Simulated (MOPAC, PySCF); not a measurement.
C$_{4}$H$_{12}$O$_{4}$Si, SMILES `CO[Si](OC)(OC)OC`, neutral singlet in the gas phase. 

Z-matrix (Å, degrees):
```
Si
O 1 1.6462
C 2 1.4119 1 125.18
H 3 1.1011 2 108.65 1 170.88
H 3 1.1035 4 108.73 2 121.51
H 3 1.1050 4 108.24 5 117.36
O 1 1.6462 2 106.86 3 -168.35
C 7 1.4119 1 125.17 2 44.88
H 8 1.1011 7 108.65 1 -170.90
H 8 1.1035 9 108.73 7 -121.51
H 8 1.1050 9 108.24 10 -117.36
O 1 1.6462 2 106.87 3 -44.96
C 12 1.4119 1 125.16 2 168.30
H 13 1.1011 12 108.65 1 -170.95
H 13 1.1035 14 108.73 12 -121.51
H 13 1.1050 14 108.24 15 -117.36
O 1 1.6462 2 114.82 3 73.34
C 17 1.4119 1 125.17 2 73.40
H 18 1.1011 17 108.65 1 170.91
H 18 1.1035 19 108.73 17 121.51
H 18 1.1050 19 108.24 20 117.36
```
Charge 0, multiplicity 1.

All levels are single points at this geometry (B3LYP-D3(BJ)/def2-SVP); Pople sets use spherical d functions. Orbital energies aren't observables, and empty levels follow the basis.

B3LYP-D3(BJ)/def2-TZVP in PySCF gives gap (eV) = 8.57.

Estimate the gap (eV) from each of these levels: B3LYP/6-31G* in PySCF; PBE/6-31G* in PySCF; SVWN5/6-31G* in PySCF; AM1 in MOPAC; PM3 in MOPAC.


```tsv
level	gap (eV)
B3LYP/6-31G* in PySCF	9.18
PBE/6-31G* in PySCF	7.00
SVWN5/6-31G* in PySCF	6.80
AM1 in MOPAC	12.50
PM3 in MOPAC	11.20
```
